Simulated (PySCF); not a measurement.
**Working with the constants of ZnBi⁺**

r²SCAN constants of ZnBi⁺, ³Σ⁻ (triplet), unpaired electrons π ↑↑ (basis Zn def2-SVP, Bi def2-SVP with ECP60; scalar-relativistic core potentials; PySCF 2.14; masses 63.9291 and 208.9804 u):

| Quantity | Value |
| --- | --- |
| ωe | 168.3 cm⁻¹ |
| ωexe | 0.553 cm⁻¹ |
| Be | 0.048484 cm⁻¹ |
| αe | 0.000211 cm⁻¹ |
| D (centrifugal) | 1.61e-08 cm⁻¹ |

(1) Give the vibrational terms G(v) and spacings up to v = 6.

These are scalar-relativistic numbers at best; spin–orbit coupling would shift them, the dissociation energy most. The state is the lowest determinant that a PBE0 search found; another state may lie lower at other levels.

Answers

(1) G(v) = ωe(v+½) − ωexe(v+½)².

```tsv
v	G(v) (cm⁻¹)	G(v) − G(v−1)	Bv (cm⁻¹)
0	84.0		0.04838
1	251.2	167.2	0.04817
2	417.3	166.1	0.04796
3	582.3	165.0	0.04775
4	746.2	163.9	0.04753
5	908.9	162.8	0.04732
6	1070.6	161.7	0.04711
```
